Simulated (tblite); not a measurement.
Run record: tight-binding relaxation, `C=CC[C@@H](C)[AlH][O]C`.

Computed with GFN2-xTB geometry optimisation, gas phase (tblite 0.8.0). Start geometry: from a force field or distance geometry. The command runs a driver script over a list of jobs; the input below is this job's line of settings and its coordinates in Å.

Command:
```bash
OMP_NUM_THREADS=1 python probes_run.py task.json out
```

Input:
```
{"job": {"kind": "relax", "xc": "GFN2-xTB", "basis": "xTB"}, "charge": 0, "multiplicity": 1}
C     -3.665300     0.528900    -0.145900
C     -2.607100    -0.079700     0.333600
C     -1.378000    -0.318100    -0.517500
C     -0.250100     0.401500     0.138700
C     -0.072300    -0.200600     1.531100
Al     1.379600     0.072100    -0.968100
O      2.639900    -1.039900    -0.224400
C      3.841200    -0.332100    -0.145000
H     -3.711700     0.891100    -1.186400
H     -4.571900     0.717700     0.441400
H     -2.648200    -0.406200     1.366500
H     -1.244400    -1.413800    -0.628600
H     -1.665400     0.078300    -1.506900
H     -0.445600     1.491900     0.238000
H     -0.318600    -1.278800     1.537000
H      0.991200    -0.151700     1.874500
H     -0.702500     0.301000     2.299500
H      1.930500     1.207900    -1.952800
H      4.576600    -0.839000    -0.769400
H      4.203400    -0.335000     0.892200
H      3.710000     0.721500    -0.453400
```

**Question.** What does the run print?

**Answer.** 
```
step      E/eV     max force
  0    -668.57919    2.514
  1    -668.85089    1.672
  2    -668.97794    1.302
  3    -669.02538    0.712
  4    -669.07246    0.703
  5    -669.12028    0.508
  6    -669.14352    0.407
  7    -669.17043    0.350
  8    -669.19673    0.398
  9    -669.22718    0.483
... (149 lines left out)
159    -669.99949    0.021
160    -669.99958    0.026
161    -669.99968    0.026
162    -669.99980    0.025
163    -669.99993    0.021
164    -670.00005    0.022
165    -670.00015    0.017
166    -670.00021    0.019
167    -670.00026    0.015
168    -670.00028    0.009
```

«max force» is the largest atomic force in eV/Å.

**Question.** From which step on does the largest force stay under 0.1 eV/Å, and how much energy is left to gain from there?

**Answer.** From step 62 (0.075 eV/Å), 32.8 meV above the end.

In short: energy lowered by 32.8 kcal/mol over 168 steps; largest atomic force 0.009 eV/Å at the end.

**Question.** Where do the atoms end?

**Answer.** 0.684 Å rms from the input after alignment:
```
atom  x, y, z in Å
C1    -3.5861    0.9832   -0.3817
C2    -2.8128    0.0844    0.1992
C3    -1.5205   -0.4089   -0.3635
C4    -0.3053    0.1302    0.4176
C5    -0.1135   -0.5556    1.7758
Al6    1.2289   -0.0895   -0.8865
O7     2.8334    0.0172   -0.5354
C8     4.2045    0.0913   -0.2634
H9    -3.3393    1.4030   -1.3438
H10   -4.4973    1.3370    0.0711
H11   -3.0839   -0.3188    1.1667
H12   -1.4968   -1.5028   -0.3437
H13   -1.4324   -0.0950   -1.4132
H14   -0.5053    1.1950    0.6226
H15   -0.0674   -1.6379    1.6583
H16    0.8216   -0.2279    2.2316
H17   -0.9249   -0.3181    2.4644
H18    0.8784   -0.4045   -2.3478
H19    4.7549   -0.5637   -0.9421
H20    4.4001   -0.2189    0.7656
H21    4.5547    1.1174   -0.3976
```

**Question.** Estimate the wall time. Hardware: one thread of an Intel Xeon 6975P-C, no GPU, shared host with 192 logical CPUs at a one-minute load of 119.

**Answer.** About 1.2 s.
Labels such as C1 count atoms from 1, the log's own numbers from 0.
